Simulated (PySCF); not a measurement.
Input file for PySCF: R-HF/STO-3G on SiS, a point of a bond scan (R = 2.132 Å).

```python
from pyscf import gto, scf, dft, mp
from pyscf.data.elements import chemcore

mol = gto.M(
    atom='''
    Si   -0.00000000   -0.00000000   -1.03360590
    S     0.00000000    0.00000000    1.09820627
    ''',
    basis='sto-3g',
    charge=0, spin=0, verbose=3, max_memory=1800)
mf = scf.RHF(mol)
mf.conv_tol = 1e-8
mf.max_cycle = 100
mf.kernel()
if not mf.converged:
    mf = mf.newton().run(mf.mo_coeff, mf.mo_occ)
```

Give the final energy of this run.

-678.6968 hartree.
